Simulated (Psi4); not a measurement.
Psi4 was given this input:
```
memory 2 GB

molecule mol {
0 1
  S     0.013936   -0.004006    0.377829
  O    -0.033217    1.222429   -0.364198
  O     0.005345   -1.214416   -0.391460
}

set basis cc-pvdz
set reference rks

energy('tpssh')
print_variables()
```

**Question.** What does this run give for the nuclear repulsion energy, dipole moment?

**Answer.** 
| Item | Value |
|---|---|
| nuclear repulsion energy | 108.3509 Eh |
| dipole moment | 1.76 D |
